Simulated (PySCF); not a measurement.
C₆ coefficients of unlike pairs at PBE0

Calculated with PySCF 2.14 from the dipole response of each species, C₆(A,B) = (3/π) ∫ α_A(iu) α_B(iu) du, in atomic units, from isotropic polarisabilities. For ions this is the dispersion term alone; charge-induced terms of lower order in 1/R come first.

```tsv
species	configuration	basis	relativity	α (bohr³)	C₆ (like pair)
Cr+	[Ar] 3d5 (6S)	x2c-QZVPPall with one added diffuse shell each of s, p, d, f, g type (12s8p6d4f3g)	spin-free X2C	12.59	46.92
Tl+	[Xe] 4f14 5d10 6s2 (1S)	aug-cc-pwCVTZ-PP with ECP60MDF (8s7p6d4f1g)	core potential	20.73	167.2
K	[Ar] 4s1 (2S)	aug-cc-pVTZ-X2C (7s6p4d2f)	spin-free X2C	343.9	5006
W(3+)	[Xe] 4f14 5d3 (4F)	aug-cc-pVTZ-PP with ECP60MDF (6s6p5d3f2g)	core potential	7.388	36.27
```

(1) Estimate C₆ for W(3+) with K.

No spin-orbit coupling is included.

The other pairs:

```tsv
pair	C₆
W(3+), Tl+	76.19
W(3+), Cr+	39.85
Tl+, Cr+	88.28
K, Tl+	569.8
K, Cr+	326.9
```

## Answers

(1) The integral gives 218.1. The combination rule 2 C_A C_B / (C_A α_B/α_A + C_B α_A/α_B) gives 202.2 and the geometric mean 426.1.
